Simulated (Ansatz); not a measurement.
System: BeCl2, net charge 0, singlet state. SMILES: [Cl][Be][Cl]
Geometry: optimised at B3LYP-D3(BJ)/def2-TZVP (Ansatz, a program for electronic structure).

Property: atomisation energy (electronic, to ground-state atoms), in kcal/mol. Valence correlation only, unless marked. UHF or UKS for open shells. No spin-orbit coupling. Non-relativistic. The coupled-cluster limit lacks core correlation, which all-electron functionals hold. CBS marks a two-point X^-3 extrapolation of the correlation energy; Hartree-Fock from the larger set.

| level | program | atomisation energy (kcal/mol) |
|---|---|---|
| HF/def2-TZVPPD | Ansatz | 183.3 |
| SVWN5/def2-TZVPD | Ansatz | 250.8 |
| PBE/def2-TZVPD | Ansatz | 227.4 |
| BLYP-D3(BJ)/def2-TZVPD | Ansatz + dftd3 | 221.5 |

Task: What does CCSD(T)/CBS(def2-TZVPPD,def2-QZVPPD) (Ansatz) give?

Result: 224.1 kcal/mol, so BLYP-D3(BJ)/def2-TZVPD differs from it by -2.6 kcal/mol.
